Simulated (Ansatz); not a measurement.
H₄OSSeSi, singlet, geometry from GFN2-xTB; SC-NEVPT2/6-31G, CASSCF(6,5) (Ansatz, an electronic-structure program).

Here is a job for Ansatz.
Ansatz 0.2 input:
```yaml
crystal:
  periodic: [false, false, false]
  atoms:
    - {symbol: Se, position_ang: [0.05773448, 0.04965245, 0.97242399]}
    - {symbol: S, position_ang: [-0.78236106, 1.80241078, 0.07719130]}
    - {symbol: H, position_ang: [-2.08419643, 1.55215884, 0.27970646]}
    - {symbol: O, position_ang: [-0.07967493, -1.15745726, -0.38876960]}
    - {symbol: Si, position_ang: [0.74978681, -1.33146989, -1.79005811]}
    - {symbol: H, position_ang: [0.00948140, -2.48042710, -2.29111413]}
    - {symbol: H, position_ang: [2.16391854, -1.57278691, -1.50790136]}
    - {symbol: H, position_ang: [0.60598502, -0.12546394, -2.60719717]}
basis:
  gaussian:
    orbitals: 6-31G
magnetization: {spin_polarized: false}
correlation: {method: sc_nevpt2, electrons: all, active_space: {window: {electrons: 6, orbitals: 5}}}
```

Task: Write the output that Ansatz gives for this input, abridged.

Result: 
```
Functional definition: HF
740 factors; integrals over basis functions are off by at most 3.3e-4 eV
mean field evaluation 1: about -86066.0530 eV, gradient 3.2e1 eV
mean field evaluation 2: about -86066.0678 eV, gradient 3.2e1 eV
mean field evaluation 4: about -86068.5411 eV, gradient 2.5e0 eV
mean field evaluation 8: about -86068.5770 eV, gradient 4.7e-4 eV
mean field -86068.57699270 eV, -3162.9618651048 hartree, gradient 2.9e-6 eV, S^2 0.000000; 0 other end points of the search recorded, 0 dependent functions left out
reference -86068.57699270 eV, -3162.9618651048 hartree; 38, 38 occupied and 34, 34 virtual orbitals, 740 factors
state -86070.05518112 eV, -3163.0161875275 hartree
state -86070.05518112 eV, -3163.0161875275 hartree; corrected -86081.58840351 eV, -3163.4400256329 hartree
Total energy: -86081.58840351 eV, -3163.4400256329 hartree
```
